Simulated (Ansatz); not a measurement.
`[F][Ti]([F])([SH])[Cl]` and `C[O][Ti]([F])([SH])[Cl]` differ in one atom or group.

Ansatz, PBE0-D4/def2-TZVP geometries, multiplicity 1. Each molecule was computed in one conformer, which needn't be the lowest.

Scalar relativity is left out up to krypton.

```
                                        property  `[F][Ti]([F])([SH])[Cl]`
              LUMO energy (PBE0/def2-TZVPP) / eV                     -3.28
            HOMO–LUMO gap (PBE0/def2-TZVPP) / eV                      5.13
             HOMO energy (B3LYP/def2-TZVPP) / eV                     -8.16
size of the dipole moment (B3LYP/def2-TZVPP) / D                      1.11
               LUMO energy (PBE/def2-TZVPP) / eV                     -4.20
              HOMO energy (PBE0/def2-TZVPP) / eV                     -8.41
```

**Question.** Give the same properties after the change, and the shifts. (Best estimate.)

**Answer.** Computed: 
```tsv
property	`C[O][Ti]([F])([SH])[Cl]`	shift
LUMO energy (PBE0/def2-TZVPP) / eV	-2.50	0.78
HOMO–LUMO gap (PBE0/def2-TZVPP) / eV	5.30	0.17
HOMO energy (B3LYP/def2-TZVPP) / eV	-7.55	0.61
size of the dipole moment (B3LYP/def2-TZVPP) / D	2.89	1.78
LUMO energy (PBE/def2-TZVPP) / eV	-3.35	0.85
HOMO energy (PBE0/def2-TZVPP) / eV	-7.80	0.61
```

With PBE0 the HOMO rises by 0.61 eV and the LUMO rises by 0.78 eV, so the gap widens by about 0.17 eV. PBE moves the HOMO by 0.60 eV and ωB97M-V by 0.58 eV. Dipoles are sizes alone; their direction can turn.

B3LYP here is the variant with VWN-RPA as its local correlation; programs differ in this.
